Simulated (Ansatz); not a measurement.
Compare A (`N=C1C[SiH2]1`) with its isomer B (`[SiH3]C1=CN1`).

Gas-phase electronic energies from Ansatz, PBE0-D4/def2-TZVP geometries. CBS: MP2 limit from def2 TZ/QZ plus the TZ coupled-cluster correction, frozen cores. Functionals use def2-TZVPP. B3LYP here is the variant with VWN-RPA as its local correlation; programs differ in this. One conformer a species, not always the lowest.

(1) Which is lower in electronic energy at CCSD(T)/CBS, and by how much? (An estimate is asked.)

(2) Give E(B) − E(A) in kcal/mol with PBE0-D4, B2PLYP, B3LYP, MP2/def2-TZVPP, CCSD(T)/def2-TZVPP, CCSD/def2-TZVPP, ωB97M-V. (Best estimate.)

(3) Does the order hold for the free energy at 298.15 K (harmonic terms from PBE0-D4)? (Estimate.)

Largest T1 diagnostic: 0.014.

Answers

(1) The calculation gave: A, by 29.0 kcal/mol.

(2) Ansatz gave: PBE0-D4 32.2, B2PLYP 30.0, B3LYP 30.6, MP2/def2-TZVPP 28.9, CCSD(T)/def2-TZVPP 29.7, CCSD/def2-TZVPP 29.8, ωB97M-V 30.9. None reverses the order clearly.

(3) The calculation gave: Yes: G(B) − G(A) = +26.9 kcal/mol, for one conformer each.

At CCSD(T), def2-SVP lies +1.3 kcal/mol from the extrapolated value and def2-TZVPP +0.7 kcal/mol. Leaving LDA and LC-ωPBE aside and taking each functional with its dispersion term where it has one, the values, not all of them listed here, spread over 2.3 kcal/mol, from B2PLYP to HSE06-D4. LDA lies +2.8 kcal/mol from PBE without D4.
